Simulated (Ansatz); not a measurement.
Ligand-field states of NiMe2 (C₂H₆Ni) at its r2SCAN-D4/def2-TZVP geometry (relaxed as a triplet).

```xyz
9

Ni   -0.203    0.547   -0.344
C    -0.819    0.633    1.488
H    -1.461   -0.220    1.724
H    -1.397    1.559    1.604
H     0.026    0.652    2.182
C     0.818   -0.631   -1.490
H     1.829   -0.772   -1.100
H     0.879   -0.164   -2.481
H     0.328   -1.603   -1.584
```

CASSCF(8,5) on the Ni 3d shell in def2-TZVP, averaged with equal weights over 10 triplets and 15 singlets, then SC-NEVPT2; Ansatz, no spin–orbit coupling. The space holds no ligand orbitals and no second d shell, so covalent complexes are described poorly.

(1) Estimate the states' energies above the lowest.

Answers

(1) 
```
     state  CASSCF (eV)  NEVPT2 (eV)
 triplet 1         0.00         0.00
 triplet 2         0.03         0.17
 triplet 3         0.11         0.31
 triplet 4         0.28         0.66
 triplet 5         0.30         0.69
 triplet 6         0.34         0.73
 triplet 7         0.39         0.89
 triplet 8         2.23         2.07
 triplet 9         2.41         2.40
triplet 10         2.98         3.13
 singlet 1         1.88         1.61
 singlet 2         1.96         1.94
 singlet 3         1.99         1.77
 singlet 4         2.13         2.16
 singlet 5         2.16         2.19
 singlet 6         2.70         2.50
 singlet 7         2.75         2.68
 singlet 8         2.95         2.99
 singlet 9         3.01         3.01
singlet 10         3.17         3.34
singlet 11         3.38         3.54
singlet 12         3.39         3.57
singlet 13         3.83         4.14
singlet 14         3.83         4.14
singlet 15         7.62         6.90
```
The lowest NEVPT2 state is a triplet. It took 19 s on 2 threads of Intel Xeon Platinum 8488C on a shared host.
